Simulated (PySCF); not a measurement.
Relaxation of quartet Ir₃

Computed with PySCF, UPBE0, basis Ir def2-TZVP with ECP60 (scalar-relativistic core potentials, no spin–orbit coupling, density fitting). A (50,194) grid was used.

A hand-made equilateral triangle start, of D3h symmetry, held to at least that symmetry:

Coordinates in bohr (charge 0 multiplicity 4):
```
Ir    0.0000    2.6621    0.0000
Ir    2.3055   -1.3311    0.0000
Ir   -2.3055   -1.3311    0.0000
```

Optimiser trace:
```
step  E − E(last) (kJ/mol)  largest gradient (Eh/bohr)
   0                 15.33                     0.04208
   1                  0.78                     0.01046
   2                  0.03                     0.00225
   3                  0.00                     0.00009
   4                  0.00                     0.00000
```

It ends at D3h with Ir–Ir 2.360 Å (×3); Ir–Ir–Ir 60.0° (×3). A frequency run shows a minimum.

Final geometry:
Z-matrix (Å, degrees; charge 0 multiplicity 4):
```
Ir
Ir 1 2.3600
Ir 1 2.3600 2 60.00
```

With open d or f shells other occupations or spin states may lie lower. No spin–orbit coupling is included, which matters more the heavier the element.

The relaxation took 14 s on 4 threads of a shared Arm Neoverse V2 host, with 120 basis functions and 5 gradients; the process peaked at 0.7 GiB. Launch command: `OMP_NUM_THREADS=4 python axn.py task.json out`.
